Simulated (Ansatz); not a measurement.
System: TlCl, charge 0, singlet. TlCl (SMILES [Cl][Tl]).
B3LYP-D3(BJ)/def2-TZVP minimum from Ansatz (a quantum-chemistry and plane-wave program):
```
Cl
Tl 1 2.5322
```
Charge 0, spin multiplicity 1.

Total energies in def2-QZVPP, 10 correlated electrons, 14 frozen orbitals. Open shells are spin-unrestricted; no spin-orbit coupling. Correlated methods leave the cores frozen (noble-gas shells, and filled d and f shells in the p block). Past Kr the def2 sets carry scalar-relativistic core potentials. Spin-orbit terms, left out, reach several kcal/mol for Br and I, and more for heavier atoms.

```csv
method,program,energy (Eh),minus CCSDT(Q) (mEh)
HF,Ansatz,-631.12206,286.93
MP2,Ansatz,-631.37591,33.09
CCSD,Ansatz,-631.39545,13.54
CCSD(T),Ansatz,-631.40782,1.17
CCSDT(Q),Ansatz,-631.40899,0.00
```

Rough core times of Ansatz's runs on a shared machine: CCSD(T) under 20 s, CCSDT(Q) 7 min.
